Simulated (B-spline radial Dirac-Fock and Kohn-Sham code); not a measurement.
# Relativistic shifts of the levels of Mn⁶⁺

System: manganese as Mn⁶⁺, configuration [Ar] 3d1.

Both columns are ΔSCF binding energies of the configuration average from a B-spline atomic structure program: non-relativistic Hartree-Fock with a point nucleus, and Dirac-Fock with a finite nucleus and the Coulomb interaction alone, averaged over the two j levels with weights 2j+1.

| shell | Hartree-Fock (eV) | Dirac-Fock (eV) | shift (eV) | shift (%) |
| --- | --- | --- | --- | --- |
| 1s | 6627.9 | 6683.1 | +55.21 | +0.83 |
| 2s | 900.0 | 911.2 | +11.24 | +1.25 |
| 2p | 781.4 | 783.1 | +1.70 | +0.22 |
| 3s | 207.3 | 209.3 | +1.93 | +0.93 |
| 3p | 168.7 | 169.1 | +0.31 | +0.18 |
| 3d | 118.5 | 118.1 | -0.45 | -0.38 |

Relativity binds 1s, 2s, 2p, 3s, 3p more strongly, among those listed most of all 2s in relative terms, and 3d more weakly, because the contracted s and p shells screen the nucleus better.

Values without a named source are computed, but for edge energies of neutral atoms, which are taken from tables.
